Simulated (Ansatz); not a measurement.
`F[CH]1[AlH][Te]1`, charge 0, multiplicity 1.

Q: Give a relaxed structure at PBE0-D4/def2-TZVP (Ansatz). (An estimate is asked.)

A: Computed: 
Z-matrix (Å, degrees):
```
C
Al 1 1.942
Te 1 2.291 2 69.7
F 1 1.368 2 121.1 3 -105.0
H 1 1.088 2 127.3 3 95.5
H 2 1.571 1 146.7 3 175.1
```
